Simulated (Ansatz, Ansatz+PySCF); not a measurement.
```xyz
3

O    -0.4668   -0.8180   -0.6760
C     0.0000    0.0000    0.0000
O     0.4668    0.8180    0.6760
```

Basis set: def2-SVP (spherical functions). Left uncorrelated: 3 orbitals. Charge 0, multiplicity 3.

Computed with Ansatz (development build ahead of 0.2.0); each method stands on the lowest determinant of its kind that the runs found.

The atomization energy at this shape (free ground-state atoms in the same class of orbitals less the molecule, no zero-point energy) of triplet CO₂:

```json
{"method": "UHF", "atomization energy": "328.3 kJ/mol"}
```

Task: What does UHF-MP2 give?

Result: 769.5 kJ/mol. Caution: another spin multiplicity may lie lower.
